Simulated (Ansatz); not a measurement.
System: sum formula SiN₂H₅, charge 0, multiplicity 2. It need not be the lowest isomer of its formula. 
Coordinates optimised at B3LYP-D3(BJ)/def2-TZVP (Ansatz, a quantum-chemistry and plane-wave program):
```xyz
8

N      1.3748    -0.3507     0.2895
Si    -0.0161     0.4370    -0.3625
N     -1.3737    -0.4407     0.2172
H      2.2439     0.1525     0.3827
H      1.5329    -1.3328     0.1223
H      0.1277     1.8515     0.1208
H     -2.2637    -0.4337    -0.2503
H     -1.4226    -0.8154     1.1530
```
Charge 0, spin multiplicity 2.

Total electronic energies in hartree. Valence correlation only, unless marked. Open shells are spin-unrestricted. No spin-orbit coupling. Non-relativistic. CBS marks a two-point X^-3 extrapolation of the correlation energy; Hartree-Fock from the larger set. [CCSD(T)-MP2]/basis is that difference in the basis named.

| level | program | energy (Eh) |
|---|---|---|
| RI-HF/def2-TZVPP | Ansatz | -400.82436 |
| BLYP-D4/def2-TZVPD | Ansatz + dftd4 | -402.04119 |
| PBE0-D4/def2-TZVPD | Ansatz + dftd4 | (withheld) |
| r2SCANh-D4/def2-TZVPD | Ansatz + dftd4 | -401.97783 |
| r2SCAN0/def2-TZVPD | Ansatz | -401.96600 |
| HSE06-D4/def2-TZVPD | Ansatz + dftd4 | -401.81144 |
| wB97X-V/def2-TZVPD | Ansatz | -401.98518 |
| MP2/STO-3G | Ansatz | -396.06687 |
| MP2/aug-cc-pV(D+d)Z | Ansatz | -401.23862 |
| MP2/cc-pV(D+d)Z | Ansatz | -401.19091 |
| RI-MP2/def2-TZVPP | Ansatz | -401.36011 |
| RI-MP2/CBS(cc-pV(T+d)Z,cc-pV(Q+d)Z) | Ansatz | -401.4418 |
| SCS-MP2/cc-pVTZ | Ansatz | -401.35553 |
| SCS-MP2/def2-TZVPP | Ansatz | -401.35967 |
| CCSD/aug-cc-pV(D+d)Z | Ansatz | -401.27175 |
| CCSD/def2-TZVPPD | Ansatz | -401.39353 |
| CCSD/aug-cc-pV(Q+d)Z | Ansatz | -401.44088 |
| CCSD/CBS(def2-TZVPPD,def2-QZVPPD) | Ansatz | -401.4607 |
| CCSD(T)/cc-pV(Q+d)Z | Ansatz | -401.45940 |
| RI-MP2/CBS(aug-cc-pV(T+d)Z,aug-cc-pV(Q+d)Z)+[CCSD(T)-MP2]/aug-cc-pV(D+d)Z | Ansatz | -401.4927 |
| RI-MP2/CBS(cc-pV(T+d)Z,cc-pV(Q+d)Z)+[CCSD(T)-MP2]/cc-pV(D+d)Z | Ansatz | -401.4881 |
| RI-MP2/CBS(def2-TZVPPD,def2-QZVPPD)+[CCSD(T)-MP2]/def2-TZVPPD | Ansatz | -401.4928 |
| CCSD(T)/CBS(aug-cc-pV(T+d)Z,aug-cc-pV(Q+d)Z) | Ansatz | -401.4861 |

**Question.** What belongs in the gaps?

**Answer.** 
- PBE0-D4/def2-TZVPD, energy (Eh): -401.82416
